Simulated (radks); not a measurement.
The numbers below are computed, except where a source is named.
All-electron atom: Se- in [Ar] 3d10 4s2 4p5. Code: a radial shooting solver on a logarithmic mesh with Libxc functionals. Model: scalar-relativistic Kohn-Sham, PBEsol, spin-polarised, spherical densities, finite nucleus; open shells are filled with parallel spins first; Fermi nuclear charge, rms radius 4.14 fm; hard spherical wall at 7 bohr.

Unscreened Slater integrals over Kohn-Sham orbitals (hartree). They are taken over the spin-up orbitals. Empty in this configuration: 5s.

\begin{tabular}{lr}
integral & value \\ \hline
F0(4p,4p) & 0.36992 \\
F2(4p,4p) & 0.18585 \\
F0(4p,4s) & 0.41789 \\
G1(4p,4s) & 0.26089 \\
F0(4p,3d) & 0.49514 \\
F2(4p,3d) & 0.087119 \\
G1(4p,3d) & 0.028654 \\
G3(4p,3d) & 0.025557 \\
F0(4p,5s) & 0.24713 \\
G1(4p,5s) & 0.041394 \\
F0(4s,4s) & 0.49089 \\
F0(4s,3d) & 0.63349 \\
G2(4s,3d) & 0.053279 \\
F0(4s,5s) & 0.25885 \\
G0(4s,5s) & 0.019360 \\
F0(3d,3d) & 1.4582 \\
F2(3d,3d) & 0.69100 \\
F4(3d,3d) & 0.43324 \\
F0(3d,5s) & 0.28339 \\
G2(3d,5s) & 0.0091486 \\
F0(5s,5s) & 0.21145 \\
\end{tabular}

Derived for the open shells (J is the average intra-shell exchange parameter used in DFT+U). 4p: J = F2/5 = 0.03717 hartree.
